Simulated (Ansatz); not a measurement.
BClHInO. The species carries charge 0 and has multiplicity 1. Correlated methods include outer-core shells of In, which these sets cover unevenly. In: def2 effective core potential. The bonds changed during the relaxation, so this is another structure than the one it started from.

```xyz
5

Cl   -0.0368    1.5997   -0.4946
In    2.2610   -0.2681    0.4084
B    -0.6402   -0.1100   -0.0588
O     0.2374   -0.9812    0.3340
H    -1.8214   -0.2404   -0.1891
```

**Question.** Give the diagnostics of a CCSD(T)/def2-TZVPP run (frozen core, the Gaussian-basis code of Ansatz). (Estimate.)

**Answer.** Ansatz gave: T1 = 0.0158, largest single amplitude 0.028, largest double 0.056, (T) share of the correlation energy 3.8 %, 10 CCSD cycles. The RHF solution is stable towards an unrestricted one. T1 lies under the customary mark of 0.02 for closed shells.
